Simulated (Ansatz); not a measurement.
## Energy profile

The step: AlHF₂ ([F][AlH][F]) + HBr → AlBrF₂ ([F][Al]([F])[Br]) + H₂; bonds formed: H2–H5; dative contacts that become bonds: Al1–Br6; bonds broken: Al1–H2, H5–Br6 (atoms numbered as in the saddle structure below).

```xyz
6
angstrom
Al -0.3800 0.4725 0.1781
H 0.4268 0.4575 -1.2388
F 0.2281 1.4522 1.3427
F -1.9834 0.1432 0.0974
H 0.8700 -0.7421 -0.7650
Br 0.8386 -1.7835 0.3855
```

Electronic energies by CCSD(T) at an estimated basis limit (MP2 extrapolated from triple and quadruple zeta, plus CCSD(T) − MP2 in triple zeta), on PBE0-D4/def2-TZVP structures; AlH2BrF2, closed shell; no counterpoise correction. Computed with Ansatz 0.2.0 (basis: def2-TZVPP and def2-QZVPP); correlated methods freeze the cores. Filled d shells of the heavier atoms are correlated. The def2 sets are not built for correlating such inner shells, so the correlated values are less sure here. Extrapolation: Hartree–Fock as exp(−7.88 √X), correlation as X^−2.97.

(1) Give the profile in kJ/mol, counted from the separated reactants. (Judge from chemistry; the value comes from the calculation.)

T1 diagnostic: at most 0.013.

## Answers

(1) Computed:
| point | kJ/mol |
| --- | --- |
| separated: AlHF2 (linked as [F][AlH][F]; Al1, H2, F3, F4; singlet) + HBr (H5, Br6; singlet) | 0.0 |
| start structure | -36.2 |
| saddle | 7.7 |
| end structure | -146.8 |
| separated: AlBrF2 (linked as [F][Al]([F])[Br]; Al1, F3, F4, Br6; singlet) + H2 (H2, H5; singlet) | -131.2 |

For scale, one of the runs: CCSD(T)/def2-TZVPP, 180 basis functions (an equivalent command: `ansatz run in.yaml --threads 4`). The run took 46 s on 4 CPU threads (shared host), with 1.8 GiB of host memory at its peak.
